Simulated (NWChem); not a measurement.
Molecule: RbF; SMILES [F][Rb]

```xyz
2

Rb     0.0000     0.0000    -0.5000
F      0.0000     0.0000     1.8393
```
Atoms are numbered in this order, from 1.

Level: PBE0-D3(BJ)/def2-TZVP with def2 effective core potentials on Rb (NWChem), optimised geometry, unscaled harmonic frequencies. def2 effective core potentials on Rb; no spin-orbit coupling.

### Question
List the harmonic frequencies with IR intensities, and the thermochemistry.

### Answer
```
frequency (cm⁻¹)  IR intensity (km/mol)
----------------  ---------------------
370                                84.9
```

```yaml
zero_point_energy: 0.5 kcal/mol
thermal correction to the enthalpy at 298.15 K (with zero-point energy): 2.8 kcal/mol
heat capacity Cv: 6.5 cal/(mol K)
entropy at 298.15 K and 1 atm (symmetry number 1): 56.7 cal/(mol K)
```

Rigid rotor and harmonic oscillator.
